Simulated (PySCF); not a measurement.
Input of a run (PBE0-D3(BJ)/def2-SVP geometry optimisation, gas phase (PySCF 2.14.0)), started from GFN2-xTB:
```
{"job": {"xc": "PBE0", "basis": "def2-SVP", "d3": "d3bj", "grid": 1, "shake": 0.01, "kind": "geom"}, "charge": 0, "multiplicity": 1}
O      0.668770     1.513980    -0.581150
C      1.551400     0.759170    -0.378470
N      1.381130    -0.482240     0.064840
Si    -0.184170    -1.136240     0.417040
Si    -1.682490     0.564820    -0.105190
H      2.601420     1.068440    -0.559930
H      2.248410    -1.025400     0.205000
H     -0.175770    -2.366420    -0.386710
H     -0.044040    -1.580100     1.830830
H     -1.578210     1.730540     0.793480
H     -1.726620     0.912030    -1.504410
H     -3.020150     0.013160     0.195630
```

Output (energies in Eh, forces in Eh/bohr):
```
step   0  E = -750.55300180  max force = 0.051700
step   1  E = -750.56387934  max force = 0.014629
step   2  E = -750.56348146  max force = 0.013400
step   3  E = -750.56436847  max force = 0.003406
step   4  E = -750.56441218  max force = 0.001147
step   5  E = -750.56440058  max force = 0.002357
step   6  E = -750.56442414  max force = 0.000703
step   7  E = -750.56442644  max force = 0.000475
step   8  E = -750.56442702  max force = 0.000135
optimisation converged
```

Problem. Summarise the run.

Solution. The energy falls by 30.0 kJ/mol over 9 energy and gradient evaluations, the largest force component goes from 0.0517 to 1.4e-04 Eh/bohr, and the atoms move by 0.128 Å rms after alignment. The bond that changes most is N3–Si4 (amide nitrogen to SiH2 silicon), which lengthens by 0.055 Å. Bonds longer at the end by more than 0.005 Å: 10 of 11; shorter: 1. Among the angles that change most is Si5–Si4–H9, from 119.5° to 112.4°. The energy rose by more than 1e-6 Eh at steps 2 and 5. The first step brought 95 % of the lowering.

Problem. What are the final bond lengths?

Solution. O1=C2 1.212 Å, C2–N3 1.360 Å, N3–Si4 1.787 Å, Si4–Si5 2.339 Å, C2–H6 1.116 Å, N3–H7 1.015 Å, Si4–H8 1.496 Å, Si4–H9 1.496 Å, Si5–H10 1.489 Å, Si5–H11 1.489 Å, Si5–H12 1.503 Å. Numbering counts from 1 in the input's order; the species is `O=CN[SiH2][SiH3]`.

The run used 113 basis functions and 59 SCF cycles in all. Time: 39 s wall; peak memory 0.47 GiB. Hardware: one thread of an Arm Neoverse V1, no GPU, shared host with 32 logical CPUs at a one-minute load of 10.

Stationary, but not proved a minimum. One conformer, not necessarily the lowest.

The values belong to the conformer `[O:1]=[CH:2][NH:3][SiH2:4][SiH3:5]`: O1–C2–N3–Si4 0°, C2–N3–Si4–Si5 0°.
